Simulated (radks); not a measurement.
Problem. The mean radii <r> (bohr) of the occupied orbitals of an atom or ion are listed with their occupations. Method: non-relativistic Kohn-Sham, PBE, spin-polarised, spherical densities, point nucleus; computed with a radial shooting solver on a logarithmic mesh with Libxc functionals.

| orbital | occ. | <r> |
|---|---|---|
| 1s | 2 | 0.01967 |
| 2s | 2 | 0.08286 |
| 2p | 6 | 0.07005 |
| 3s | 2 | 0.2066 |
| 3p | 6 | 0.1966 |
| 3d | 10 | 0.1716 |
| 4s | 2 | 0.4088 |
| 4p | 6 | 0.4050 |

Name the element and its charge. Open shells, if any, are filled with parallel spins first.

Solution. Z = 77, iridium, charge +41: Ir41+ in [Kr]. The 1s radius gives Z: for a bare nucleus <r> = 1.5/Z, 0.01948 bohr for Z = 77, and screening makes it slightly larger (0.01967 here). The occupations add up to 36, and the charge is Z minus that.
